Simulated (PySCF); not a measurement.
Gas-phase reaction: 3 GeH2 + 2 GeH3Cl ⇌ GeCl2 + 4 GeH3, at 500 K and a standard pressure of 1 bar. Level: MP2/def2-TZVPP†.

Method: PySCF energies plus ideal-gas RRHO corrections (1 bar). † marks an energy on the PBE0/def2-TZVP geometry and frequencies. MP2 freezes the core. Open shells (unrestricted): GeH3 (multiplicity 2); the rest are closed-shell singlets. Ge: all electrons, no relativistic terms. GeH2, GeH3: computed as isolated molecules; such fragments, hydroxides, amides, oligomers or adducts are transient or little studied in the gas. MP2 isn't extrapolated to the basis-set limit; its ΔH°(298 K) is 43.3 kJ in def2-SVP and 57.4 kJ in def2-TZVPP. The harmonic model lacks anharmonicity and excited electronic states, which grow with temperature; levels with a mode under 35 cm⁻¹ are left out.

| species | E (Ha) | H(500 K) − E (kJ/mol) | S°(500 K) (J/mol/K) |
|---|---|---|---|
| GeH2 | -2076.71522 | 46.3 | 239.7 |
| GeH3Cl | -2537.11645 | 89.2 | 296.4 |
| GeCl2 | -2995.08119 | 30.1 | 323.9 |
| GeH3 | -2077.31917 | 72.7 | 253.7 |
E: electronic energy; H − E holds the zero-point and thermal terms. 1 Ha = 2625.5 kJ/mol.

Work out ΔH°, ΔS°, ΔG° and log10 K from these numbers.

1. ΔE = 1×(-2995.08119) + 4×(-2077.31917) − 3×(-2076.71522) − 2×(-2537.11645) = 0.02069 Ha = 54.3 kJ.
2. Δ(H − E) = 1×(30.1) + 4×(72.7) − 3×(46.3) − 2×(89.2) = 3.6 kJ, so ΔH° = 57.9 kJ.
3. ΔS° = 1×(323.9) + 4×(253.7) − 3×(239.7) − 2×(296.4) = 26.8 J/K; the number of gas molecules stays the same.
4. ΔG° = ΔH° − TΔS° = 57.9 − 500×(26.8)/1000 = 44.5 kJ.
5. log10 K = −ΔG°/(RT ln 10) = -4.65, with RT ln 10 = 9.57 kJ/mol; at standard pressures the reactants are favoured.
6. A shift of 10 kJ in ΔE would move log10 K by 1.04 here.
For scale, ΔH°(298 K) is 57 kJ at this level, 94 kJ at ωB97M-V/def2-TZVP†, and runs from -4 to 327 kJ over the 20 levels computed.
